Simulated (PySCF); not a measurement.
**Spinor energies of Ag¹²⁺ (silver, charge +12)**

Start: [Ar] 3d10 4s2 4p5; 4p1/2 filled at m_j = -1/2, +1/2; 4p3/2 filled at m_j = -1/2, +1/2, +3/2. Calculated with PySCF 2.14 in an even-tempered Gaussian basis (18 s from 0.5 bohr⁻², ratio 2.8; 14 p from 0.65 bohr⁻², ratio 2.8; 9 d from 1.1 bohr⁻², ratio 2.8; 4 f from 5.1 bohr⁻², ratio 3): generalised Hartree-Fock with the X2C-1e Hamiltonian and a Gaussian nucleus; spin-orbit coupling (SO) screened by Boettger's factors.

```csv
spinor shell,electrons,"ε, screened SO (eV)",weight of nominal j (screened SO),"rms radius, screened SO (bohr)"
1s1/2,2,-25911.7,1.000,0.0357
2s1/2,2,-4129.4,1.000,0.146
2p1/2,2,-3846.9,1.000,0.127
3s1/2,2,-1004.1,1.000,0.391
3p1/2,2,-890.38,1.000,0.385
3p3/2,4,-857.05,1.000,0.396
3d3/2,4,-657.62,0.998,0.371
3d5/2,6,-650.94,0.999,0.374
4s1/2,2,-344.44,1.000,0.898
4p1/2,2,-302.62,0.974,0.929
4p3/2,3,-295.83,0.983,0.948
```

Q: Where does 2p3/2 lie, and what is the 2p spin-orbit splitting (screened SO)?

A: At -3669.2 eV, 177.76 eV above 2p1/2.

| quantity | screened SO |
| --- | --- |
| E (hartree) | -5266.64497 |
| M_J | 3/2 |
| ⟨J²⟩ | 3.753 |
| ⟨L²⟩ | 2.013 |
| ⟨S²⟩ | 0.761 |

Each row is a mean over spinors that exchange with the open shell spreads, by up to 6.442 eV (4s1/2).

Breit and QED terms are absent; they matter most for the inner s and p1/2 levels.

Densities and radii are taken from the X2C orbitals without a picture-change correction, which distorts them close to the nucleus.
